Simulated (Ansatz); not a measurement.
Tl4Cl3⁺, relaxed as a singlet with RKS PBE-D4/def2-SVP in Ansatz, starting from the GFN1-xTB geometry. Force threshold 0.02 eV/Å.

In the def2 sets Tl takes a core potential; there is no spin–orbit coupling. The structure comes from a short search, and lower isomers may exist.

Start:

Cartesian coordinates in Å:
```
Tl 0.799 -1.487 -2.400
Tl -0.837 -0.674 2.823
Tl -1.398 0.487 -1.886
Tl 1.347 0.960 1.565
Cl 0.202 -1.772 0.367
Cl 1.470 1.160 -1.317
Cl -1.583 1.327 0.847
```

(1) Estimate the energy that the relaxation releases and the steps that it takes.

(2) Does the start keep its bonding and symmetry?

(3) Predict the relaxed structure.

Answers

(1) 29.1 kcal/mol, in 10 steps; 25 s on 4 threads of Intel Xeon on a shared host. No frequencies were taken in this run, so the end may be a saddle point.

(2) By distances, no bond broke or formed, bridged metal pairs apart. The bond that changes most is Tl3–Cl7, from 2.87 to 2.97 Å (atoms count from 1). Metal–metal contacts that move far: Tl2–Tl4 3.00 to 4.32 Å, Tl1–Tl3 3.00 to 4.31 Å. The end is the same structure that another start reached.

(3) 
Cartesian coordinates in Å:
```
Tl 1.738 -1.783 -2.118
Tl -1.660 -1.093 2.596
Tl -1.692 0.709 -1.327
Tl 1.641 1.204 1.010
Cl 0.038 -1.609 0.263
Cl 1.202 1.036 -1.918
Cl -1.267 1.535 1.494
```
Bond lengths (bridged metal pairs left out): 4 × Cl–Tl 2.88 to 2.93 Å.
